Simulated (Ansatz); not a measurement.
CuPOH₄⁺, that is Cu(PH3)(OH) with one electron fewer. Charge 1, multiplicity 2. Geometry B3LYP-D4/def2-TZVP; atoms count from 1.

```csv
atom,x (Å),y (Å),z (Å)
Cu1,0.069,-0.835,0.542
P2,-0.444,1.080,-0.585
H3,-1.296,1.971,0.087
H4,-1.093,0.903,-1.816
H5,0.646,1.896,-0.922
O6,0.694,-2.437,1.032
H7,1.424,-2.579,1.661
```

**Question.** Estimate the Mulliken populations from the PBE0/def2-TZVP orbitals of Ansatz.

**Answer.** 
```tsv
atom	charge (e)	spin (α − β)	d electrons
Cu1	0.40	0.31	9.63
P2	0.02	-0.01	–
H3	0.18	0.01	–
H4	0.18	0.00	–
H5	0.18	0.00	–
O6	-0.34	0.71	–
H7	0.39	-0.02	–
```
Mulliken values depend strongly on the basis.

**Question.** Where does the spin sit?

**Answer.** Summed by element: Cu 0.31, P -0.01, H -0.01, O 0.71, of 1 unpaired in all. Largest on single atoms: O6 0.71, Cu1 0.31, H7 -0.02.

**Question.** And the Mayer bond orders between heavy atoms (over 0.3)?

**Answer.** Cu1–P2 0.86 (2.28 Å); Cu1–O6 1.01 (1.79 Å).
